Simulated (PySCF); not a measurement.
Basis and Hamiltonian dependence of the electron affinity of Cs

Cs⁻ [Xe] 6s2 (1S) → Cs [Xe] 6s1 (2S). All values are computed (PySCF 2.14, energy differences of UHF-based or UKS calculations, no spin-orbit coupling). Values in eV.

```csv
basis,Hamiltonian,functions,UHF,LDA,PBE0,MP2 (valence),CCSD(T) (valence),CCSD(T) (valence and next inner shell)
def2-TZVPPD with the def2 core potential (46 electrons),ECP,39,-0.134,0.547,0.444,0.209,0.412,0.425
aug-cc-pVDZ-X2C,spin-free X2C,54,-0.068,0.587,0.474,0.238,0.436,n/a
def2-QZVPPD with the def2 core potential (46 electrons),ECP,62,-0.089,0.566,0.452,0.252,0.432,0.456
ANO-RCC-VTZP,spin-free X2C,72,-0.323,0.460,0.343,0.039,0.275,0.317
aug-cc-pVTZ-X2C,spin-free X2C,84,-0.068,0.565,0.456,0.273,0.444,n/a
"x2c-TZVPPall with one added diffuse shell each of s, p, d type",spin-free X2C,94,-0.084,0.564,0.456,0.253,0.439,0.460
aug-cc-pwCVTZ-X2C,spin-free X2C,109,-0.067,0.569,0.459,0.277,0.445,0.464
aug-cc-pVQZ-X2C,spin-free X2C,118,-0.065,0.568,0.459,0.284,0.445,n/a
"aug-cc-pwCVTZ-X2C with one added diffuse shell each of s, p, d, f type",spin-free X2C,125,-0.065,0.570,0.459,0.279,0.445,n/a
dyall-av2z,non-relativistic,146,-0.064,n/a,n/a,0.201,0.449,n/a
```

Extrapolation of CCSD(T) (valence) from aug-cc-pVTZ-X2C and aug-cc-pVQZ-X2C: the correlation parts are 0.512 and 0.511 eV; with the X⁻³ form and unrounded values, (4³ × 0.511 − 3³ × 0.512)/(4³ − 3³) = 0.510 eV, and adding the Hartree-Fock value -0.065 eV of the larger basis gives 0.444 eV.

Frozen in the all-electron rows: valence: [Xe]; valence and next inner shell: [Kr] 4d10; with a core potential, the same shells as far as they lie outside it.

Non-relativistic rows lack the scalar-relativistic shift.

In most of these bases the highest occupied level of the anion is positive at LDA, PBE0, so the basis helps to hold the electron.

Reference for a calculation without spin-orbit coupling: 0.472 eV (measured; photodetachment measurements, as compiled on the Wikipedia data page of electron affinities).
